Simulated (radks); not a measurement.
The numbers below are computed, except where a source is named.
Species: Pm44+. Configuration: [Ne] 3s2 3p5 (the NIST ground configuration). Level of theory: scalar-relativistic Kohn-Sham, PBE, spin-polarised, spherical densities, finite nucleus; open shells are filled with parallel spins first (spin-orbit coupling, left out, can overturn this in heavy ions); Fermi nuclear charge, rms radius 4.962 fm (a radial shooting solver on a logarithmic mesh with Libxc functionals). Some entries of the table are withheld. Estimate them.

orbital  occ.  eigenvalue (hartree)  r(max) (bohr)  <r> (bohr)
1s up       1             -1755.996        0.01479     0.02318
1s down     1             -1755.895        0.01479     0.02318
2s up       1             -367.3361        0.08339     0.09792
2s down     1             -367.2686        0.08340     0.09790
2p up       3                   (1)        0.06723         (2)
2p down     3                   (3)        0.06725         (4)
3s up       1             -141.7211         0.2261      0.2393
3s down     1             -141.4456         0.2261      0.2395
3p up       3             -133.1104            (5)      0.2333
3p down     2             -132.8325            (6)      0.2334

Answer. 
(1) 2p up eigenvalue (hartree): -339.3835
(2) 2p up <r> (bohr): 0.08603
(3) 2p down eigenvalue (hartree): -339.2827
(4) 2p down <r> (bohr): 0.08603
(5) 3p up r(max) (bohr): 0.2188
(6) 3p down r(max) (bohr): 0.2188
